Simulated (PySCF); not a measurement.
A structure optimised at PBE-D3(BJ)/def2-SVP, used in a PySCF frequency run:

```xyz
5

Zr     0.0000     0.0000    -0.8902
F      0.0000    -1.5469    -1.9869
F      0.0000     1.5469    -1.9869
I     -2.2159     0.0000     0.6733
I      2.2159     0.0000     0.6733
```

Task: Write its SMILES, formula and point group.

Result: [F][Zr]([F])([I])[I], F2I2Zr, C2v

Task: What are its rotational constants (standard atomic weights)?

Result: 1.1815, 0.37793, 0.31923 GHz
